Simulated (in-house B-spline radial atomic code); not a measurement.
Values are calculated unless marked as measured or tabulated.
# Making a Troullier-Martins s channel for C, r_c = 1.22 bohr

C, [He] 2s2 2p2, non-relativistic PBE, spherical and spin-unpolarised, from an all-electron radial atomic-structure program (B-spline basis) (atomic units). The all-electron 2s level is ε = -0.504901 hartree, its outermost node lies just inside 0.39 bohr and its outer maximum at 1.22 bohr.

Inside r_c the pseudo-orbital is u(r) = r^1 exp(p(r)), with p = c0 + c2 r² + c4 r⁴ + … + c12 r¹². The seven coefficients follow from p and its first four derivatives at r_c, from zero curvature of the screened potential at the origin, c4 = −c2²/(2l + 5), and from the norm inside r_c. At r_c the all-electron orbital has P = 0.820584, P' = -0.008893456, the screened potential V = -1.340319, V' = 2.103821, V'' = -4.333997, and the norm inside is Q = 0.3472224.

Task: What are p, p' and p'' at r_c?

Result: p = ln(P/r_c^1) = ln(0.820584/1.22) = -0.39659. p' = P'/P − 1/r_c = -0.01084 − 0.81967 = -0.83051. The radial equation gives p'' = 2(V − ε) − 2(1) p'/r_c − p'² = -1.67084 − (-1.36149) − 0.68975 = -0.99909. Differentiating, p''' = 2V' + 2(1)p'/r_c² − 2(1)p''/r_c − 2p'p'' = 3.07, and p'''' = 2V'' − 4(1)p'/r_c³ + 4(1)p''/r_c² − 2(1)p'''/r_c − 2p''² − 2p'p''' = -11.453.

For a trial c2 the five matching conditions are linear in c0, c6, c8, c10 and c12, and c2 is varied until the norm inside r_c equals Q. The root nearest zero gives:

```json
{"n": "0", "c_n": "-0.5104609"}
{"n": "2", "c_n": "0.8207954"}
{"n": "4", "c_n": "-0.134741"}
{"n": "6", "c_n": "-1.231874"}
{"n": "8", "c_n": "1.210697"}
{"n": "10", "c_n": "-0.4685297"}
{"n": "12", "c_n": "0.06744256"}
```

Task: Check c4 and p(r_c), and find the screened pseudopotential at the origin.

Result: −c2²/5 = -0.134741, as listed. The terms c_n r_c^n are -0.51046, 1.22167, -0.29850, -4.06186, 5.94175, -3.42244, 0.73325, which sum to -0.39659. Inverting the radial equation, V_l(r) = ε + 1 p'/r + (p'' + p'²)/2, so V_l(0) = ε + (2l + 3) c2 = -0.504901 + 3 × (0.820795) = 1.9575 hartree, finite where the all-electron potential diverges.

Orbitals and screened potentials:

```
r (bohr)        P        u  V all-electron  V pseudo
   0.122  -0.3471  0.07412          -39.96     1.952
   0.305  -0.1435   0.1972          -12.23     1.751
   0.488   0.2191   0.3488          -6.169    0.8537
   0.671   0.5123   0.5284          -3.614   -0.7939
   0.854   0.7007   0.6954          -2.521     -2.08
   1.037   0.7955   0.7948           -1.81    -1.944
    1.22   0.8206   0.8206           -1.34     -1.34
```

Logarithmic derivatives P'/P at R = 1.52 bohr, for energies E around ε:

```csv
E − ε (hartree),all-electron,pseudo
-0.5,0.367706,0.366412
-0.25,0.0350485,0.0346049
-0.1,-0.198449,-0.198533
0,-0.372326,-0.372322
0.1,-0.563925,-0.56404
0.25,-0.892516,-0.893469
0.5,-1.59569,-1.60183
```

Task: With P(R) = 0.7701258 and a norm of 0.5403713 inside R, what slope in energy does norm conservation fix?

Result: d(P'/P)/dE = −2 × (norm inside R)/P(R)² = -1.8222 per hartree·bohr at E = ε, for both atoms, since orbital and norm agree at R. Differences over ±0.1 hartree give -1.8274 (all-electron) and -1.8275 (pseudo), which also hold third-order terms. Half a hartree below ε the two curves differ by -0.0013.
